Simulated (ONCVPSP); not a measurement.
Pseudopotential generation for platinum (Pt): ONCV, PBE, fully relativistic.

Input for ONCVPSP 4.0.1:

```
# ATOM AND REFERENCE CONFIGURATION
# atsym  z   nc   nv     iexc    psfile
  Pt 78.00   11    3        4      upf
#
#   n    l    f
    1    0    2.00
    2    0    2.00
    2    1    6.00
    3    0    2.00
    3    1    6.00
    3    2   10.00
    4    0    2.00
    4    1    6.00
    4    2   10.00
    4    3   14.00
    5    0    2.00
    5    1    6.00
    5    2    9.00
    6    0    1.00
#
# PSEUDOPOTENTIAL AND OPTIMIZATION
# lmax
    2
#
#   l,   rc,      ep,       ncon, nbas, qcut
    0    2.10    0.00    3    7    2.40
    1    1.20    0.00    5   10    8.10
    2    1.20    0.00    4    7    8.80
#
# LOCAL POTENTIAL
# lloc, lpopt,  rc(5),   dvloc0
    2    5    1.20    0.00
#
# VANDERBILT-KLEINMAN-BYLANDER PROJECTORs
# l, nproj, debl
    0    2    2.60
    1    2    2.80
    2    0    3.40
#
# MODEL CORE CHARGE
# icmod, fcfact, rcfact
    1    0.25    0.00
#
# LOG DERIVATIVE ANALYSIS
# epsh1, epsh2, depsh
   -4.00    5.00    0.02
#
# OUTPUT GRID
# rlmax, drl
    6.00    0.01
#
# TEST CONFIGURATIONS
# ncnf
    4
# nvcnf
#   n    l    f
    3
    5    1    6.00
    5    2    9.00
    6    0    0.00
#
    3
    5    1    6.00
    5    2    8.00
    6    0    0.00
#
    3
    5    1    6.00
    5    2    7.00
    6    0    0.00
#
    4
    5    1    6.00
    5    2    8.00
    6    0    1.00
    6    1    1.00
#
```

Command:

```bash
oncvpspr.x < Pt.dat > Pt.out
```

Output (shortened: citation, most of the input echo, consistency checks and plot data are left out):

```
[... start of the log left out ...]
         0.00100     0.02721       17.95
         0.00010     0.00272       31.93
         0.00001     0.00027       40.46

Calculating optimized projector #   1

 for l=   2

    Fraction of norm inside rc  0.292070
    Optimizing pswf for qcut=   8.80 a_B^-1,  ecut=  38.71 Ha
    Residual kinetic energy error=  3.54D-05 Ha

    Energy error per electron        Cutoff
         Ha          eV             Ha
         0.01000     0.27211       14.91
         0.00100     0.02721       19.23
         0.00010     0.00272       34.31
         0.00001     0.00027       57.85

Construct Vanderbilt / Kleinmman-Bylander projectors

B matrix Hermiticity error, ll=  0  kap= -1
   1   2   -1.6835D-04

  Orthonormal projector coefficients  7.7406E+00  1.2447E+00

B matrix Hermiticity error, ll=  1  kap= -2
   1   2    6.1072D-04

  Orthonormal projector coefficients  7.1051E+00 -2.7981E+00

B matrix Hermiticity error, ll=  1  kap=  1
   1   2    7.8988D-04

  Orthonormal projector coefficients  6.5499E+00 -1.3870E+00
oncvpsp_r: lschvkbb convergence ERROR, n= 3  l= 2
```

The run stopped because the bound-state solver with the separable projectors failed.

The run took about 2.1 s on one core of a shared server CPU.
